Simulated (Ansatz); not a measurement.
```xyz
7

N    -0.5397    1.0158    0.1055
Ge    0.5195   -0.4459   -0.0447
F    -0.4263   -1.9113   -0.2064
H    -1.0977    1.2467   -0.7033
H    -1.1068    1.0714    0.9386
H     1.3184   -0.6264    1.2481
H     1.3327   -0.3503   -1.3377
```

Charge 0, multiplicity 1.

(1) List the ωB97M-V/def2-TZVPP orbital energies in eV (the Gaussian-basis code of Ansatz). (An estimate is asked.)

## Answers

(1) Ansatz gave: Occupied: -10867.19, -1362.95, -1210.69, -1210.67, -1210.67, -676.28, -394.51, -174.84, -124.14, -124.07, -124.06, -37.29, -36.94, -36.89, -36.82, -36.82, -34.08, -26.57, -18.49, -16.40, -14.64, -14.12, -14.04, -12.60, -11.82, -10.47. Lowest empty: 2.04, 2.69, 3.04, 4.07, 4.28, 4.38, 7.21, 7.27.
